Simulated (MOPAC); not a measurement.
MOPAC input (PM6):

```
PM6 PRECISE GNORM=0.05 LET XYZ UHF MS=0.5 GEO-OK AUX(PRECISION=9) THREADS=1
C5H11O

C    -1.62763951 1    0.78748399 1    1.15358737 1
C    -1.10086400 1    0.02850108 1   -0.01563071 1
C    -1.66172644 1   -1.32354734 1   -0.29494563 1
C     0.20059786 1    0.42855176 1   -0.62927387 1
C     1.41393602 1   -0.11232585 1    0.13042620 1
O     2.58960968 1    0.33083446 1   -0.54308308 1
H    -2.72024443 1    0.74976401 1    1.19760540 1
H    -1.32159994 1    1.83546252 1    1.12744182 1
H    -1.27062553 1    0.37491387 1    2.11145136 1
H    -2.75377907 1   -1.32706375 1   -0.22745803 1
H    -1.37840719 1   -1.68265710 1   -1.28659737 1
H    -1.31021056 1   -2.07661928 1    0.42927516 1
H     0.26887753 1    0.06523965 1   -1.65905632 1
H     0.29234070 1    1.51833297 1   -0.66198271 1
H     1.39656087 1    0.25491982 1    1.16384785 1
H     1.37293849 1   -1.20803369 1    0.16000844 1
H     3.36144812 1   -0.00291660 1   -0.07485119 1
```

Output:

```
 *******************************************************************************
 **                                                                           **
 **                              MOPAC v23.2.5                                **
 **                                                                           **
 *******************************************************************************
 ** MOPAC's Digital Object Identifier: https://doi.org/10.5281/zenodo.6511958 **
 **                                                                           **
 ** Please cite the open-source release paper for use of this MOPAC version:  **
 ** J. E. Moussa and J. J. P. Stewart (2026)                                  **
 ** MOPAC: An open-source semiempirical molecular orbital program             **
 ** J. Open Source Softw., 11(119), 8025, https://doi.org/10.21105/joss.08025 **
 *******************************************************************************

                              PM6 CALCULATION RESULTS

 *******************************************************************************
 *  PM6        - The PM6 Hamiltonian to be used
 *  GEO-OK     - OVERRIDE INTERATOMIC DISTANCE AND OTHER SAFETY CHECKS
 *  UHF        - UNRESTRICTED HARTREE-FOCK CALCULATION
 *  MS=        - IN MECI, MAGNETIC COMPONENT OF SPIN =  0.5
 *  LET        - OVERRIDE SOME SAFETY CHECKS
 *  PRECISE    - TIGHTER CRITERIA TO BE USED
 *  XYZ        - CARTESIAN COORDINATE SYSTEM TO BE USED
 *  GNORM      - EXIT WHEN GRADIENT NORM DROPS BELOW 0.050
 *  AUX        - OUTPUT AUXILIARY INFORMATION
 *******************************************************************************
PM6 PRECISE GNORM=0.05 LET XYZ UHF MS=0.5 GEO-OK AUX(PRECISION=9) THREADS=1
 C5H11O

   ATOM   CHEMICAL          X               Y               Z
  NUMBER   SYMBOL      (ANGSTROMS)     (ANGSTROMS)     (ANGSTROMS)

     1       C         -1.62763951  *   0.78748399  *   1.15358737  *
     2       C         -1.10086400  *   0.02850108  *  -0.01563071  *
     3       C         -1.66172644  *  -1.32354734  *  -0.29494563  *
     4       C          0.20059786  *   0.42855176  *  -0.62927387  *
     5       C          1.41393602  *  -0.11232585  *   0.13042620  *
     6       O          2.58960968  *   0.33083446  *  -0.54308308  *
     7       H         -2.72024443  *   0.74976401  *   1.19760540  *
     8       H         -1.32159994  *   1.83546252  *   1.12744182  *
     9       H         -1.27062553  *   0.37491387  *   2.11145136  *
    10       H         -2.75377907  *  -1.32706375  *  -0.22745803  *
    11       H         -1.37840719  *  -1.68265710  *  -1.28659737  *
    12       H         -1.31021056  *  -2.07661928  *   0.42927516  *
    13       H          0.26887753  *   0.06523965  *  -1.65905632  *
    14       H          0.29234070  *   1.51833297  *  -0.66198271  *
    15       H          1.39656087  *   0.25491982  *   1.16384785  *
    16       H          1.37293849  *  -1.20803369  *   0.16000844  *
    17       H          3.36144812  *  -0.00291660  *  -0.07485119  *

          CARTESIAN COORDINATES

    NO.       ATOM           X           Y           Z

     1         C         -1.6276      0.7875      1.1536
     2         C         -1.1009      0.0285     -0.0156
     3         C         -1.6617     -1.3235     -0.2949
     4         C          0.2006      0.4286     -0.6293
     5         C          1.4139     -0.1123      0.1304
     6         O          2.5896      0.3308     -0.5431
[...]
  15    H        1.543605493     0.289290171     1.140820871
  16    H        1.520853619    -1.201828179     0.117538809
  17    H        3.389381811     0.167166995    -0.315420451

           Empirical Formula: C5 H11 O  =    17 atoms

      MOLECULAR POINT GROUP   :   Cs

          ALPHA EIGENVALUES
 -29.68399 -28.26762 -25.74298 -24.67811 -21.90152 -18.81740 -17.30045 -16.18061
 -15.24247 -14.81112 -14.25840 -13.93256 -13.39105 -12.59359 -12.26731 -12.01290
 -11.86957 -10.35219  -8.30136   2.72851   3.97932   4.51782   4.60169   4.79746
   5.36717   5.61502   5.72245   5.74655   5.79356   5.85883   5.91691   6.03004
   6.55162   6.78478   6.88665

           BETA EIGENVALUES
 -29.67099 -28.13595 -25.67352 -24.59275 -21.81835 -18.68409 -17.17189 -16.15229
 -14.86093 -14.72615 -14.16235 -13.82066 -13.22796 -12.56052 -12.20607 -11.88855
 -11.80855 -10.35049   1.35900   2.79222   4.11576   4.79693   4.84776   5.12168
   5.39759   5.62507   5.77887   5.78581   5.87716   5.90723   5.99240   6.06699
   6.57542   6.83479   6.94483

              NET ATOMIC CHARGES AND DIPOLE CONTRIBUTIONS

  ATOM NO.   TYPE          CHARGE      No. of ELECS.   s-Pop       p-Pop
    1          C          -0.484556        4.4846     1.07882     3.40574
    2          C           0.021895        3.9781     1.09632     2.88178
    3          C          -0.484468        4.4845     1.07883     3.40563
    4          C          -0.321301        4.3213     1.08677     3.23453
    5          C           0.030110        3.9699     1.09787     2.87202
    6          O          -0.566228        6.5662     1.81985     4.74638
    7          H           0.163507        0.8365     0.83649
    8          H           0.157946        0.8421     0.84205
    9          H           0.157076        0.8429     0.84292
   10          H           0.163509        0.8365     0.83649
   11          H           0.157743        0.8423     0.84226
   12          H           0.157419        0.8426     0.84258
   13          H           0.163319        0.8367     0.83668
   14          H           0.163277        0.8367     0.83672
   15          H           0.108695        0.8913     0.89130
   16          H           0.108915        0.8911     0.89108
   17          H           0.303141        0.6969     0.69686
 DIPOLE           X         Y         Z       TOTAL
 POINT-CHG.    -0.965    -1.029     1.534     2.084
 HYBRID         0.375    -0.026     0.035     0.377
 SUM           -0.590    -1.056     1.569     1.981

          ATOMIC ORBITAL ELECTRON POPULATIONS

     Atom    s        px        py        pz
    1  C   1.07882   1.15566   1.13842   1.11167
    2  C   1.09632   0.95911   0.94272   0.97995
    3  C   1.07883   1.15404   1.08534   1.16625
    4  C   1.08677   0.98220   1.14793   1.10441
    5  C   1.09787   0.84508   1.04721   0.97972
    6  O   1.81985   1.28942   1.82307   1.63389
    7  H   0.83649
    8  H   0.84205
    9  H   0.84292
   10  H   0.83649
   11  H   0.84226
   12  H   0.84258
   13  H   0.83668
   14  H   0.83672
   15  H   0.89130
   16  H   0.89108
   17  H   0.69686

                    (SZ)    =    0.500000
                    (S**2)  =    0.754848

          ATOMIC ORBITAL SPIN POPULATIONS

    Atom   Total    s     px     py     pz
         Atomic
    1  C -0.0493 -0.007 -0.011 -0.015 -0.017
    2  C  1.0007  0.026  0.315  0.227  0.433
    3  C -0.0493 -0.007 -0.012 -0.022 -0.008
    4  C -0.0580 -0.007 -0.029 -0.009 -0.013
    5  C  0.0399  0.010  0.017  0.005  0.008
    6  O -0.0011  0.000 -0.000 -0.000 -0.001
    7  H  0.0317  0.032
    8  H  0.0085  0.008
    9  H  0.0099  0.010
   10  H  0.0315  0.032
   11  H  0.0068  0.007
   12  H  0.0119  0.012
   13  H  0.0091  0.009
   14  H  0.0089  0.009
   15  H -0.0013 -0.001
   16  H -0.0013 -0.001
   17  H  0.0011  0.001

 **********************
 *                    *
 * JOB ENDED NORMALLY *
 *                    *
 **********************

 == MOPAC DONE ==
```

The geometry given is a B3LYP-D3(BJ)/def2-TZVP minimum.
